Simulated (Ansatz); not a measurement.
One change: `[SH][SnH2][Cl]` becomes `S[SiH2]Cl`.

Ansatz, PBE0-D4/def2-TZVP geometries, multiplicity 1. Each molecule was computed in one conformer, which needn't be the lowest.

Elements past krypton have def2 core potentials.

```csv
property,`[SH][SnH2][Cl]`
HOMO–LUMO gap (PBE0/def2-TZVPP) / eV,6.63
LUMO energy (PBE/def2-TZVPP) / eV,-2.07
HOMO energy (PBE/def2-TZVPP) / eV,-6.55
size of the dipole moment (PBE/def2-TZVPP) / D,2.04
LUMO energy (B3LYP/def2-TZVPP) / eV,-1.46
LUMO energy (PBE0/def2-TZVPP) / eV,-1.16
```

Question: Give the same properties after the change, and the shifts. (Estimate.)

Answer: The calculation gave: 
```
                                      property  `S[SiH2]Cl`  shift
          HOMO–LUMO gap (PBE0/def2-TZVPP) / eV         7.94   1.31
             LUMO energy (PBE/def2-TZVPP) / eV        -0.94   1.13
             HOMO energy (PBE/def2-TZVPP) / eV        -6.69  -0.14
size of the dipole moment (PBE/def2-TZVPP) / D         1.03  -1.01
           LUMO energy (B3LYP/def2-TZVPP) / eV        -0.25   1.21
            LUMO energy (PBE0/def2-TZVPP) / eV         0.01   1.17
```

With PBE0 the HOMO falls by 0.14 eV and the LUMO rises by 1.17 eV, so the gap widens by about 1.31 eV. PBE moves the HOMO by -0.14 eV and ωB97M-V by -0.14 eV. Dipoles are sizes alone; their direction can turn.

B3LYP here is the variant with VWN-RPA as its local correlation; programs differ in this.
